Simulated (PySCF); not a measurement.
# Ionisation energy of Mo by level of theory

Mo [Kr] 4d5 5s1 (7S) → Mo⁺ [Kr] 4d5 (6S), as a difference of total energies. Computed with PySCF 2.14 in aug-cc-pVDZ-PP with ECP28MDF, with scalar relativity through the core potential. Correlated levels: valence: 4s2 4p6 frozen. The calculations carry no spin-orbit coupling.

```csv
method,ionisation energy (eV)
UHF,6.256
B3LYP,7.266
BP86,7.655
MP2 (valence),6.788
SCS-MP2 (valence),6.433
```

Task: How much does correlation contribute at MP2 (valence)?

Result: 6.788 − (6.256) = 0.532 eV, measured against UHF.

Errors of the correlated levels include the incompleteness of this basis and the frozen core.

For comparison: 7.092 eV (measured; NIST Atomic Spectra Database, ionization energies).
